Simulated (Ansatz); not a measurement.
Mulliken charges of Cl₃GaH₂Se, SMILES `[Cl][Ga-]([Cl])([Cl])[SeH2+]` from PBE/def2-TZVPP in Ansatz (PBE0-D4/def2-TZVP geometry).

```
atom   x (Å)   y (Å)   z (Å)  charge (e)
 Cl1  -0.701  -1.181   2.251      -0.258
 Ga2   0.034  -1.025   0.240       0.510
 Cl3   2.034  -1.697  -0.159      -0.258
 Cl4  -1.403  -1.255  -1.342      -0.262
 Se5   0.464   1.573   0.170       0.049
  H6  -0.965   1.907   0.088       0.109
  H7   0.598   1.610  -1.294       0.110
```

Task: By hand: the dipole of these point charges (1 e Å = 4.8032 D).

Result: Σ q r = (0.024, 1.011, -0.190) e Å, of length 1.029 e Å = 4.94 D.

Task: How does the dipole of the full density compare? (An estimate is asked.)

Result: Computed: (0.040, 0.997, -0.168) e Å, 4.86 D; the point charges give 1.02 times that, at 1° from its direction.

Point charges leave out the atoms' own dipoles, such as those of lone pairs, and Mulliken's split depends on the basis, so the close match here is no proof of good charges.
